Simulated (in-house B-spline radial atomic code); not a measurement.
A fraction x of an electron is moved 4d → 5d in Dy II (Dy+), starting from [Xe] 4f10 6s1 and keeping the highest spin. All numbers are computed (scalar-relativistic (X2C) PBE, spin-polarised, spherical fractional occupations; Fermi nucleus of rms radius 5.2218 fm) with a radial B-spline atomic code at the basis-set limit, not measured.

```csv
x,E(x) - E(0) (eV),4d down level (eV),5d up level (eV)
0,0.0000,-157.039,-
0.125,18.7705,-157.941,-7.423
0.25,?,?,?
0.375,56.5818,-159.810,-7.824
0.5,75.6273,-160.772,-8.025
0.625,94.7691,-161.749,-8.226
0.75,114.0087,-162.740,-8.427
0.875,?,?,?
1,152.7885,-164.758,-8.825
```

Q: What belongs in the row x = 0.25?

A: An energy change of 37.6302 eV; 4d down at -158.865 eV, 5d up at -7.624 eV.

Q: What belongs in the row x = 0.875?

A: An energy change of 133.3480 eV; 4d down at -163.744 eV, 5d up at -8.626 eV.

Q: Check Janak's theorem between x = 0.375 and 0.5.

A: The slope of the energy is 152.36 eV; the orbital levels give 152.37 eV (ε of the receiving orbital less ε of the emptying one, averaged over the two points).
